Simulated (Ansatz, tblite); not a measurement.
Forces on Rb2H at its B3LYP-D4/def2-TZVP geometry. Charge 0, multiplicity 2.

In the def2 sets Rb takes a core potential; there is no spin–orbit coupling. The xTB rows come from tblite. The structure comes from a short search, and lower isomers may exist.

GFN1-xTB (tblite), largest force 0.50 eV/Å:

```xyz
3
positions Å, forces eV/Å
Rb   -1.830   -0.817   -0.880    0.428    0.079    0.241
Rb    1.836   -0.140    1.187   -0.431   -0.078   -0.243
H    -0.006    0.958   -0.307    0.003   -0.001    0.002
```

GFN2-xTB (tblite), largest force 0.55 eV/Å:

```
Rb 0.463 -0.029 0.297
Rb -0.461 -0.201 -0.223
H -0.002 0.230 -0.074
```

r2SCAN-D4/def2-TZVP (Ansatz), largest force 0.03 eV/Å:

```
Rb -0.019 -0.020 -0.005
Rb 0.016 -0.011 0.013
H 0.003 0.032 -0.008
```
